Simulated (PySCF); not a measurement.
Field gradients at the hydrogen positions

C6H11O2S (charge -1).
Structure used (GFN2-xTB), in Å, numbered top down from 1:
```xyz
20
C6H11O2S angstrom
C      2.5750   -0.8853   -0.1292
S      1.9939    0.8854   -0.4546
O      2.9097    1.3332   -1.5056
O      2.1894    1.5259    0.8467
C      0.3741    1.0382   -0.9727
C     -0.5616    0.5463    0.0725
C     -1.0013   -0.9545    0.1439
C     -2.4600   -0.5054    0.2776
C     -2.0550    0.9248   -0.0980
H      3.6260   -0.8349    0.1197
H      2.4183   -1.4636   -1.0313
H      1.9981   -1.2794    0.6970
H      0.3024    0.5086   -1.9228
H     -0.1738    0.8827    1.0361
H     -0.6064   -1.5458    0.9715
H     -0.8062   -1.4809   -0.7907
H     -3.1761   -0.9923   -0.3884
H     -2.8321   -0.5826    1.3003
H     -2.4330    1.7170    0.5479
H     -2.2866    1.1734   -1.1326
```

Level: PBE0/pcSseg-1 (PySCF, non-relativistic); Q(2H) = 0.00286 b; rigid geometry, the same for H and D, with no vibrational averaging.

Question: Rank these positions by the coupling χzz of a deuteron there, largest first.
A. H14 (methine hydrogen)
B. H13 (hydrogen on carbon)
C. H20 (methylene hydrogen)

Answer: B (220 kHz), C (212 kHz), A (201 kHz).

Q: What are Vzz, η and χzz (234.96 MHz × Q × Vzz) at all hydrogens?

A: 
```csv
atom,bonded to,bond length (Å),Vzz (au),η,χzz (kHz)
H10,C1,1.081,0.3326,0.01,224
H11,C1,1.083,0.3290,0.01,221
H12,C1,1.082,0.3295,0.01,221
H13,C5,1.090,0.3276,0.16,220
H14,C6,1.092,0.2998,0.02,201
H15,C7,1.091,0.3159,0.02,212
H16,C7,1.090,0.3138,0.03,211
H17,C8,1.092,0.3132,0.01,210
H18,C8,1.091,0.3144,0.02,211
H19,C9,1.090,0.3180,0.02,214
H20,C9,1.089,0.3151,0.03,212
```

Q: How does χzz go with the bond length over the 11 C–H bonds?

A: A straight-line fit has a slope of -12.8 kHz for each 0.01 Å, with a correlation coefficient of -0.81, over lengths from 1.081 to 1.092 Å. The longer bonds have the smaller couplings here.

The structure is a single GFN2-xTB conformer in the gas phase; no vibrational or solvent corrections. The pcSseg-1 basis has no diffuse functions, a weakness for an anion. GFN2-xTB bond lengths can be off by several hundredths of an ångström, more for odd bonds, and the gradients follow them. The small basis limits the accuracy of the gradients.
